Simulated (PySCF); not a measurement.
**Two-dimensional NMR puzzle**

Compound of formula C$_{8}$H$_{15}$P. Correlations simulated from computed shifts and the bond graph:

HSQC (one-bond C–H):
```csv
δH,δC
2.89,106.9
2.27,26.4
1.66,12.4
1.34,10.9
1.31,17.2
1.30,18.8
1.17,31.9
```

COSY cross peaks (H two or three bonds apart, from the bond graph; peaks can be absent where the dihedral angle is near 90°):
```csv
δH,δH
2.27,1.31
2.27,1.30
1.66,1.17
```

HMBC (two and three bonds, from the bond graph):
```csv
δH,δC
2.89,89.8
2.27,"89.8, 31.9, 18.8, 17.2, 10.9"
1.66,31.9
1.34,"89.8, 31.9, 26.4"
1.31,"26.4, 18.8"
1.30,"26.4, 17.2"
1.17,"89.8, 26.4, 12.4, 10.9"
```

Carbons without hydrogens: δ 89.8.

Rapidly exchanging positions averaged, gas phase, one computed conformer, non-relativistic. GFN2-xTB geometry; PBE0/pcSseg-1 with gauge-including orbitals; PySCF 2.14.

δ = σ(ref) − σ, references computed at the same level: ¹H (31.72 ppm) and ¹³C (186.93 ppm) against TMS.

Exchangeable hydrogens are left out of these lists.

Task: Which molecule is this?

Result: `InChI=1S/C8H15P/c1-6-9(5,7-2)8(3)4/h1,7-8H,2-5H3/t9-/m0/s1`.

Structure with atom numbers: `[CH:1]#[C:2][P@@:3]([CH3:4])(=[CH:5][CH3:6])[CH:7]([CH3:8])[CH3:9]`. Each H is labelled by its parent atom.

1. δC 106.9 is C1, a terminal alkyne carbon (δH 2.89).
2. δC 89.8 is C2, an alkyne carbon.
3. δC 31.9 is C5, a carbon double-bonded to a heavier main-group atom (δH 1.17).
4. δC 26.4 is C7, an sp3 CH bonded to P (δH 2.27).
5. δC 18.8 is C9, a methyl carbon (δH 1.30).
6. δC 17.2 is C8, a methyl carbon (δH 1.31).
7. δC 12.4 is C6, a methyl carbon (δH 1.66).
8. δC 10.9 is C4, a methyl carbon bonded to P (δH 1.34).
9. HMBC from δH 2.89 reaches the proton-free carbon C2.
10. HMBC from δH 2.27 reaches the proton-free carbon C2.
11. HMBC from δH 1.34 reaches the proton-free carbon C2.
12. HMBC from δH 1.17 reaches the proton-free carbon C2.
13. COSY links 2.27–1.31, 2.27–1.30, 1.66–1.17.

The shifts were computed for this structure.

Shifts are as computed. Against solution values, carbons near 30 ppm lie about +3 ppm off and those near 130 ppm about +5 ppm. Of 1211 compounds with measured shifts, 218 miss one by over three times the rms of a fit or turn the order of signals round; such compounds aren't used in these exercises.
